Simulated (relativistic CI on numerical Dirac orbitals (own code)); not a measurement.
Calculated at this level of theory: Dirac-Coulomb-Breit CI, separate exchange-only KLI orbitals for each configuration, model QED, valence Slater integrals scaled by 0.9, P86 correlation estimate, and configurations built on the next ion tied to the tabulated ionisation energy (semi-empirical) (own radial code, finite nucleus).

CI space (outside the closed core 1s2): 2s²2p, 2s²3s, 2s²3p, 2s²3d, 2s²4s, 2s2p², 2p³, 2p²3s, 2p²3p, 2p²3d, 2s2p3s, 2s2p3p, 2s2p3d, 2s²4p, 2s²4d, 2s²4f, 2s2p4s, 2s2p4p, 2s2p4d, 2s2p4f, 2s3s², 2s3s3p, 2s3s3d, 2s3p². Levels of other configurations are missing.

Configurations that consist of the next ion and one excited electron were tied to the tabulated ionisation energy; Rydberg ones are usually within 1,000 to 3,000 cm⁻¹ and the lowest ones within about 6,000 (9,000 in d shells), while levels on excited terms of the next ion carry the error of that term, and the other configurations can be misplaced by 10,000 cm⁻¹ or more. Rates follow the energies as ν³ (E1, M1) or ν⁵ (E2), so rates, branching and lifetimes can be off by large factors.

Outline of the computed level scheme of Si X. Lowest level of each configuration: 2s²2p ²P°1/2 at 0.000 eV; 2s2p² ⁴P1/2 at 20.676 eV; 2p³ ⁴S°3/2 at 64.212 eV; 2s²3s ²S1/2 at 222.572 eV; 2s²3p ²P°1/2 at 232.958 eV; 2s²3d ²D3/2 at 242.236 eV; 2s2p3s ⁴P°1/2 at 247.443 eV; 2s2p3p ⁴D1/2 at 256.644 eV; 2s2p3d ⁴F°3/2 at 264.913 eV.

Some strong electric-dipole decays among the lowest 45 levels: 2s²3d ²D5/2 → 2s²2p ²P°3/2 (9.3e+11 s⁻¹); 2s²3d ²D3/2 → 2s²2p ²P°1/2 (7.8e+11 s⁻¹); 2s²3d ²D3/2 → 2s²2p ²P°3/2 (1.6e+11 s⁻¹); 2s²3s ²S1/2 → 2s²2p ²P°3/2 (1.2e+11 s⁻¹); 2s²3s ²S1/2 → 2s²2p ²P°1/2 (6.0e+10 s⁻¹).
